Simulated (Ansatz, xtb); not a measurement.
C3H2ClF3: which of two isomers lies lower

We compare a, `FC(F)(F)/C=C/Cl`, a singlet, with b, `C=C(Cl)C(F)(F)F`, a singlet. Both are isolated molecules in the gas phase, relaxed with r2SCAN-D4/def2-SVP.

a (Å):

```yaml
atoms:
  - { symbol: C, position_ang: [-1.3102, -2.8746, 0.8875] }
  - { symbol: C, position_ang: [-0.5967, -1.8034, 1.6427] }
  - { symbol: C, position_ang: [-0.1976, -0.6752, 1.0499] }
  - { symbol: Cl, position_ang: [0.6274, 0.5834, 1.8824] }
  - { symbol: F, position_ang: [-2.5228, -3.1149, 1.4189] }
  - { symbol: F, position_ang: [-0.6290, -4.0341, 0.9331] }
  - { symbol: F, position_ang: [-1.4898, -2.5609, -0.4066] }
  - { symbol: H, position_ang: [-0.4238, -2.0025, 2.7040] }
  - { symbol: H, position_ang: [-0.3682, -0.4718, -0.0110] }
```

b (Å):

```xyz
9

C    -0.2358   -2.3110    2.3807
C    -0.7277   -2.4127    1.1452
C    -1.1098   -1.2223    0.2966
Cl   -0.9961   -3.9241    0.3462
F    -2.4078   -1.2576   -0.0327
F    -0.4049   -1.1912   -0.8420
F    -0.8825   -0.0754    0.9534
H     0.0258   -3.2008    2.9564
H    -0.0918   -1.3245    2.8252
```

Quicker runs give these differences E(b) − E(a): GFN2-xTB +9.14 kJ/mol; HF/STO-3G +0.93 kJ/mol (at GFN2-xTB geometries); r2SCAN-D4/def2-SVP//GFN2-xTB +5.82 kJ/mol.

Problem. Estimate E(b) − E(a) at the level CCSD(T)/def2-SVP + ΔMP2/def2-TZVPP.

Solution. Calculated at CCSD(T)/def2-SVP + ΔMP2/def2-TZVPP: E(b) − E(a) = +5.92 kJ/mol, so structure a lies lower.

The same difference at several levels:

| level | geometry | E(b) − E(a) (kJ/mol) | departure from the last row (kJ/mol) | job, with rough time for the two |
| --- | --- | --- | --- | --- |
| GFN2-xTB | GFN2-xTB | +9.14 | +3.22 | optimisation, 0.27 s |
| HF/STO-3G | GFN2-xTB | +0.93 | −4.99 | single point, 0.98 s |
| r2SCAN-D4/def2-SVP//GFN2-xTB | GFN2-xTB | +5.82 | −0.09 | single point, 7.5 s |
| r2SCAN-D4/def2-SVP | r2SCAN-D4/def2-SVP | +5.58 | −0.34 | optimisation, 50 s |
| HF/def2-SVP | r2SCAN-D4/def2-SVP | +9.20 | +3.28 | part of the CCSD(T) run |
| MP2/def2-SVP | r2SCAN-D4/def2-SVP | +5.19 | −0.73 | part of the CCSD(T) run |
| CCSD(T)/def2-SVP | r2SCAN-D4/def2-SVP | +4.68 | −1.23 | single point |
| CCSD(T)/def2-SVP + ΔMP2/def2-TZVPP | r2SCAN-D4/def2-SVP | +5.92 |  | single point, 93 s |

As drawn, both hold the same kinds of bond in the same numbers.

HF/STO-3G finds them nearly level. The largest departure from CCSD(T)/def2-SVP + ΔMP2/def2-TZVPP is that of HF/STO-3G, 4.99 kJ/mol. The last row adds to CCSD(T) the change of the MP2 difference between the two basis sets, here +1.23 kJ/mol.

With thermal terms from frequencies at re-optimised GFN2-xTB minima (ideal gas, soft modes damped towards free rotors, one conformer each, 298.15 K, 1 atm): the zero-point term adds −0.05 kJ/mol; ΔH is +5.61 and ΔG +7.44 kJ/mol.

The correlated steps freeze 11 core orbitals. Run with Ansatz 0.2.0, xtb 6.7.1; the last row on 2 threads of AMD EPYC 7R43 64-Core Processor (Zen 3) on a shared host.
